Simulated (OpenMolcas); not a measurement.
d8 ions of charge +3 down a group on the Ga site of K2NaGaF6

- Program: OpenMolcas
- Method: SS-CASPT2, IPEA 0.25 Eh, imaginary shift 0.1 Eh
- Spin-orbit coupling: RASSI with atomic mean-field integrals over the reference wave functions

The d shell is active; CASPT2 correlates the ligand valence shells and the outer metal core. Each dopant is a cluster with its nearest anions in model potentials and point charges, with no relaxation. Distances were set from a Shannon-type radius of the metal (high-spin where two are listed) plus a fixed donor radius (F 1.31 Å), in hosts weighted 0.65 to 0.35 with the host's distance in the model lattice. Ligand basis ANO-RCC-VDZP, DKH2 Hamiltonian. States (labels of O, the rotations of Oh). Energies in cm-1 above the lowest state or level, χT in cm3 K/mol. Spin-only χT is S(S+1) / 2 for the spin of the ground state.

| Ion | Shell | R (Å) | Metal basis | Ground state | First state of that spin | First gap with spin-orbit (degeneracies) | χT at 300 K | First state of another spin | Spin-only χT |
| --- | --- | --- | --- | --- | --- | --- | --- | --- | --- |
| Ag3+ | 4d8 | 2.017 | ANO-RCC-VTZP | 3A2 | 3T2 24370 | 4630 (3, 2) | 1.194 | 1E 4680 | 1.000 |
| Au3+ | 5d8 | 2.082 | ANO-RCC-VTZP | 3A2 | 3T2 25200 | 5230 (3, 2) | 1.458 | 1E 5570 | 1.000 |

Every ion keeps the highest spin of its shell. χT departs most from the spin-only value for Au3+, by +0.458 cm3 K/mol.

Roots that are degenerate in the reference are averaged as groups; the widest CASPT2 spread within a group is 560 cm-1 (the 3-fold group of multiplicity 1 near 28800 cm-1 above the lowest state of its run, Ag3+). Shifts and gaps below about the spread of the groups concerned are not significant. Over all roots computed the reference weight is 0.66 to 0.72 in Ag3+, 0.69 to 0.71 in Au3+; the roots of lowest weight are the least certain, and an intruder state may touch them. Real 4d8 and 5d8 ions are as a rule square planar and diamagnetic. Ligand-to-metal charge-transfer states are missing. With no ligand orbital active B as a rule stays too high, so bands that hang on it stand too high and its fall with covalency is understated. With one d shell and no ligand orbital active, 10Dq can be off by a tenth or more. The least metal-like active orbital is 75 % on the metal (Löwdin) and no ligand orbital is active, so the numbers are rough (holds for Ag3+). The least metal-like active orbital is 76 % on the metal (Löwdin) and no ligand orbital is active, so the numbers are rough (holds for Au3+). No measured value stands beside these numbers; the geometry was set by hand and not optimised.
